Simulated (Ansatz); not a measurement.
`C=CC[SiH](F)Cl`. Charge 0, multiplicity 1. The structure was optimised at the PBE0-D4/def2-TZVP level. It is one conformer, not always the lowest.

```xyz
12

C     1.928    0.323    0.627
C     0.677   -0.040    0.881
C    -0.193   -0.820   -0.047
Si   -1.426    0.284   -0.895
F    -2.361   -0.593   -1.841
Cl   -2.623    1.195    0.490
H     2.496    0.915    1.334
H     2.430    0.036   -0.292
H     0.215    0.274    1.814
H    -0.748   -1.602    0.482
H     0.400   -1.305   -0.831
H    -0.795    1.332   -1.721
```

(1) What is the dipole moment at B3LYP/def2-TZVPP? (Best estimate.)

(2) And with PBE, r2SCAN, ωB97M-V? (Best estimate.)

(3) Give the Mulliken charges with B3LYP, ωB97M-V, PBE in def2-TZVPP. (Estimate.)

Answers

(1) The calculation gave: 1.75 D, with components (1.68, -0.42, 0.30) D in this frame, pointing from negative to positive charge.

(2) Computed: PBE 1.67 D, r2SCAN 1.71 D, ωB97M-V 1.75 D.

(3) Computed: 
| atom | B3LYP | ωB97M-V | PBE |
| --- | --- | --- | --- |
| C1 | -0.23 | -0.21 | -0.20 |
| C2 | -0.14 | -0.14 | -0.13 |
| C3 | -0.20 | -0.29 | -0.17 |
| Si4 | 0.70 | 0.63 | 0.60 |
| F5 | -0.31 | -0.30 | -0.27 |
| Cl6 | -0.25 | -0.21 | -0.22 |
| H7 | 0.11 | 0.11 | 0.10 |
| H8 | 0.09 | 0.09 | 0.08 |
| H9 | 0.12 | 0.13 | 0.11 |
| H10 | 0.10 | 0.13 | 0.10 |
| H11 | 0.09 | 0.11 | 0.09 |
| H12 | -0.08 | -0.04 | -0.08 |

B3LYP here is the variant with VWN-RPA as its local correlation; programs differ in this.
